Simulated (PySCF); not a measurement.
A survey of ¹⁷O NMR shifts

[PySCF: coordinates at the GFN2-xTB level; σ from GIAO-PBE0/pcSseg-1; relativity neglected; one conformer; no solvent model; rapidly exchanging positions averaged]

Shieldings were converted by a linear fit to measured shifts: ¹⁷O: δ = 266.70 − 0.911σ (rms 10.7 ppm, 155 shifts, 12.2 ppm with the 3 outliers that the fit left out vs liquid water, solution or neat liquid). Occasional misses reach two or three times the rms, and more in compound classes unlike the fitted ones.

(1) Give the ¹⁷O shifts of `CC(=O)c1coc(C)p1`, `CC(=O)c1pcoc1C`, `COC1=CC(C)=C(F)[P@@H]1=S`, `O=C=C(C=O)[C@H]([SiH3])CF`.

(2) Match the shifts 386.4, 48.8, -24.9 ppm to `O[SiH2]C1C=C1`, `O=C=C(Cl)C[SiH2][SiH3]`, `O=[P@@H]1CC[C@@H]([SiH3])C1`.

Results:

(1) 
```
                                                    compound               environment  δ (ppm)
   [CH3:1][C:2](=[O:3])[c:4]1[cH:5][o:6][c:7]([CH3:8])[p:9]1         O3: ketone oxygen    533.1
   [CH3:1][C:2](=[O:3])[c:4]1[cH:5][o:6][c:7]([CH3:8])[p:9]1  O6: aromatic ring oxygen    287.4
     [CH3:1][C:2](=[O:3])[c:4]1[p:5][cH:6][o:7][c:8]1[CH3:9]         O3: ketone oxygen    542.0
     [CH3:1][C:2](=[O:3])[c:4]1[p:5][cH:6][o:7][c:8]1[CH3:9]  O7: aromatic ring oxygen    294.3
                                    COC1=CC(C)=C(F)[P@@H]1=S              ether oxygen     63.8
[O:1]=[C:2]=[C:3]([CH:4]=[O:5])[C@H:6]([SiH3:7])[CH2:8][F:9]       O5: aldehyde oxygen    537.2
[O:1]=[C:2]=[C:3]([CH:4]=[O:5])[C@H:6]([SiH3:7])[CH2:8][F:9]       O1: carbonyl oxygen    342.5
```

(2) 386.4: O=C=C(Cl)C[SiH2][SiH3] (carbonyl oxygen); 48.8: O=[P@@H]1CC[C@@H]([SiH3])C1 (P=O oxygen); -24.9: O[SiH2]C1C=C1 (oxygen bonded to Si, H).
